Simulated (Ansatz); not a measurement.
La(NH2)3 (LaN3H6), relaxed as a singlet with RKS r2SCAN-D4/def2-SVP in Ansatz, starting from the GFN2-xTB geometry. Force threshold 0.02 eV/Å.

In the def2 sets La takes a core potential; there is no spin–orbit coupling.

Start:

```xyz
10

La    0.000   -0.004    0.002
N     0.470    1.406   -1.772
H     0.950    2.290   -1.584
H    -0.279    1.655   -2.422
N     0.870   -2.148    0.031
H     0.521   -2.831   -0.646
H     1.885   -2.270    0.019
N    -1.333    0.739    1.745
H    -0.901    0.944    2.649
H    -2.183    0.219    1.979
```

| step | energy (eV) | largest force component (eV/Å) | SCF passes |
| --- | --- | --- | --- |
| 1 | -5422.5082 | 0.299 | 27 |
| 2 | -5422.6808 | 0.743 | 34 |
| 3 | -5422.7744 | 1.499 | 34 |
| 4 | -5423.0075 | 1.237 | 34 |
| 5 | -5423.2186 | 1.030 | 35 |
| 6 | -5423.4231 | 0.690 | 35 |
| 7 | -5423.5758 | 0.439 | 34 |
| 8 | -5423.6814 | 0.305 | 32 |
| 9 | -5423.7446 | 0.170 | 32 |
| 10 | -5423.7657 | 0.031 | 28 |
| 11 | -5423.7659 | 0.026 | 28 |
| 12 | -5423.7665 | 0.257 | 34 |
| 13 (rejected) | -5423.7443 | 0.456 | 34 |
| 14 | -5423.7720 | 0.015 | 27 |
| 15 (rejected) | -5423.7719 | 0.094 | 27 |
| 16 | -5423.7725 | 0.033 | 28 |
| 17 | -5423.7726 | 0.024 | 30 |
| 18 | -5423.7727 | 0.016 | 31 |

Force components are those of the run's own axes.

End:

```csv
atom,x (Å),y (Å),z (Å)
La1,0.3545,0.0969,0.2147
N2,0.5444,1.6227,-1.5184
H3,0.1433,2.5634,-1.5649
H4,0.9692,1.4719,-2.4374
N5,0.7988,-2.1257,-0.2646
H6,0.5183,-2.9467,0.2787
H7,1.2376,-2.5062,-1.1075
N8,-1.2181,0.5376,1.8576
H9,-1.7291,1.4106,2.0143
H10,-1.6189,-0.1246,2.5275
```

By distances, no bond broke or formed. The bond that changes most is La1–N2, from 2.31 to 2.32 Å (atoms count from 1).

The force fell under the threshold at step 14, but the optimiser went on. No frequencies were taken in this run, so the end may be a saddle point.

Run time 47 s (4 threads of Arm Neoverse V1 on a shared host).
